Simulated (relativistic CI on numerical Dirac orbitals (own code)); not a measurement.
# Level scheme of Dy XXVI

These numbers are calculated, not measured: Dirac-Coulomb-Breit CI, separate exchange-only KLI orbitals for each configuration, model QED, unscaled Slater integrals (own radial code, finite nucleus).

Configuration list (outside the closed core [Ar] 3d10): 4s2.4p6.4d5, 4s2.4p5.4d6, 4s2.4p6.4d4.4f, 4s.4p6.4d5.4f, 4p6.4d7, 4p5.4d8, 4s2.4p6.4d3.5s2, 4s2.4p6.4d2.4f.5s2, 4s.4p6.4d3.4f.5s2. Double excitations out of closed p, d and f shells are left out; levels of such configurations are missing from the list, as are those of other unlisted configurations, and high levels can miss mixing partners.

The lowest level is 4s2.4p6.4d5 6S_5/2, with 45 % of that term; Hund's rules for 4s2.4p6.4d5 give 6S with J = 5/2, in agreement.

```
No.  Configuration  Term     J  E (cm⁻¹)    %  Landé g
  1    4s2.4p6.4d5    6S   5/2       0.0   45    1.658
  2    4s2.4p6.4d5    6S   5/2   50447.3   28    1.189
  3    4s2.4p6.4d5    4G   7/2   82768.5   45    1.139
  4    4s2.4p6.4d5    4D   3/2   85846.8   42    1.272
  5    4s2.4p6.4d5    4G  11/2   88133.1   50    1.152
  6    4s2.4p6.4d5    4G   9/2   97036.9   54    1.156
  7    4s2.4p6.4d5    4D   5/2  100134.5   37    1.133
  8    4s2.4p6.4d5    4P   1/2  105607.0   58    1.844
  9    4s2.4p6.4d5    2F   7/2  120411.1   29    1.137
 10    4s2.4p6.4d5    2D   5/2  130744.7   37    1.220
 11    4s2.4p6.4d5    4D   7/2  144899.2   45    1.205
 12    4s2.4p6.4d5    2D   3/2  145569.0   52    0.802
 13    4s2.4p6.4d5    2I  11/2  147608.5   57    1.060
 14    4s2.4p6.4d5    2G   9/2  155051.4   43    1.148
 15    4s2.4p6.4d5    4D   1/2  157124.7   73    0.658
 16    4s2.4p6.4d5    4P   3/2  162257.2   51    1.194
 17    4s2.4p6.4d5    2I  13/2  162534.5  100    1.074
 18    4s2.4p6.4d5    2F   5/2  169723.5   39    1.016
 19    4s2.4p6.4d5    2H   9/2  184098.6   53    1.105
 20    4s2.4p6.4d5    2G   7/2  191719.9   60    0.995
 21    4s2.4p6.4d5    4F   5/2  192967.3   54    1.033
 22    4s2.4p6.4d5    2D   3/2  205031.4   83    0.795
 23    4s2.4p6.4d5    2F   7/2  210708.8   49    1.061
 24    4s2.4p6.4d5    2S   1/2  213889.3   57    1.862
 25    4s2.4p6.4d5    4P   5/2  216783.7   33    1.210
 26    4s2.4p6.4d5    2G   9/2  229765.9   61    1.104
 27    4s2.4p6.4d5    4F   7/2  238546.7   36    1.194
 28    4s2.4p6.4d5    2H  11/2  244576.2   62    1.067
 29    4s2.4p6.4d5    2D   3/2  250840.6   54    0.883
 30    4s2.4p6.4d5    2D   5/2  265808.9   65    1.127
```

Energies count from the lowest computed level.

The mean weight of the leading LS term, summed over parents, in these 30 levels is 52 %, and that of the leading jj configuration (from the same eigenvectors) 81 %, so jj coupling describes them better and the LS labels are nominal.

At this charge energies of transitions that change n are usually good to better than 1 %, and those within a shell (Δn = 0) to a few per cent. Terms inside the open d or f shell come out 10 to 20 % too wide with unscaled integrals.

LS names give the leading component of a level, which can be under half, so a name can repeat, a term be missing and a line seem to break the LS rules.
